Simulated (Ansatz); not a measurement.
C2H9FSi2 (`C[SiH2]C[SiH2]F`) at its PBE0-D4/def2-TZVP geometry, where that method's forces vanish. The species carries charge 0 and has multiplicity 1.

```json
{"atom": "C1", "x (Å)": "-1.021", "y (Å)": "2.023", "z (Å)": "0.868"}
{"atom": "Si2", "x (Å)": "-0.878", "y (Å)": "0.426", "z (Å)": "-0.093"}
{"atom": "C3", "x (Å)": "0.821", "y (Å)": "-0.347", "z (Å)": "0.117"}
{"atom": "Si4", "x (Å)": "1.075", "y (Å)": "-1.939", "z (Å)": "-0.790"}
{"atom": "F5", "x (Å)": "2.560", "y (Å)": "-2.489", "z (Å)": "-0.528"}
{"atom": "H6", "x (Å)": "-2.012", "y (Å)": "2.466", "z (Å)": "0.739"}
{"atom": "H7", "x (Å)": "-0.279", "y (Å)": "2.750", "z (Å)": "0.528"}
{"atom": "H8", "x (Å)": "-0.864", "y (Å)": "1.850", "z (Å)": "1.935"}
{"atom": "H9", "x (Å)": "-1.120", "y (Å)": "0.682", "z (Å)": "-1.541"}
{"atom": "H10", "x (Å)": "-1.912", "y (Å)": "-0.540", "z (Å)": "0.372"}
{"atom": "H11", "x (Å)": "0.993", "y (Å)": "-0.520", "z (Å)": "1.185"}
{"atom": "H12", "x (Å)": "1.574", "y (Å)": "0.374", "z (Å)": "-0.222"}
{"atom": "H13", "x (Å)": "0.931", "y (Å)": "-1.751", "z (Å)": "-2.256"}
{"atom": "H14", "x (Å)": "0.133", "y (Å)": "-2.984", "z (Å)": "-0.315"}
```

Problem. For each bond, give half the difference of the two atoms' forces along it (eV/Å; positive pushes the atoms apart) under PBE-D4, r2SCAN-D4, B3LYP-D4, ωB97M-V in def2-TZVPP. (Best estimate.)

Solution. Ansatz gave: 
| bond | length (Å) | PBE-D4 | r2SCAN-D4 | B3LYP-D4 | ωB97M-V |
| --- | --- | --- | --- | --- | --- |
| C1–Si2 | 1.869 | 0.00 | 0.00 | 0.09 | 0.05 |
| C1–H6 | 1.092 | 0.10 | -0.02 | -0.05 | -0.05 |
| C1–H7 | 1.093 | 0.11 | -0.01 | -0.04 | -0.04 |
| C1–H8 | 1.093 | 0.11 | -0.01 | -0.04 | -0.04 |
| Si2–C3 | 1.878 | 0.00 | 0.01 | 0.09 | 0.05 |
| Si2–H9 | 1.490 | 0.06 | -0.02 | -0.10 | -0.12 |
| Si2–H10 | 1.490 | 0.06 | -0.02 | -0.10 | -0.12 |
| C3–Si4 | 1.850 | -0.05 | 0.00 | 0.08 | 0.03 |
| C3–H11 | 1.096 | 0.11 | 0.00 | -0.06 | -0.05 |
| C3–H12 | 1.096 | 0.11 | 0.00 | -0.06 | -0.05 |
| Si4–F5 | 1.605 | 0.52 | 0.03 | 0.19 | 0.17 |
| Si4–H13 | 1.484 | 0.02 | -0.03 | -0.11 | -0.15 |
| Si4–H14 | 1.484 | 0.02 | -0.03 | -0.11 | -0.15 |

B3LYP here is the variant with VWN-RPA as its local correlation; programs differ in this.
